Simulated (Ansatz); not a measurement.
C₄H₆BF, SMILES B(C)(F)C=C=C.

Geometry: B3LYP-D3(BJ)/def2-SVP. The structure was generated by enumeration, and PubChem lists no compound with its InChIKey, so it may never have been made. Other conformers were not sampled.

Two levels are set side by side: PBE/def2-TZVPD (Ansatz, a program for electronic structure) and CAM-B3LYP/def2-TZVPD (Ansatz). Energy differences of separate SCF runs at the same geometry; the states with an electron removed or added have multiplicity 2 and 2. Differences are taken from unrounded values.

```tsv
quantity	PBE
vertical ionisation energy (eV)	9.48
vertical singlet–triplet gap (eV)	4.03
```

Q: These are the PBE values. What does CAM-B3LYP give? (The exact figures need the calculation; the answer reports its results.)

A: 
| quantity | CAM-B3LYP | PBE minus CAM-B3LYP |
|---|---|---|
| vertical ionisation energy (eV) | 9.91 | -0.43 |
| vertical singlet–triplet gap (eV) | 4.09 | -0.05 |
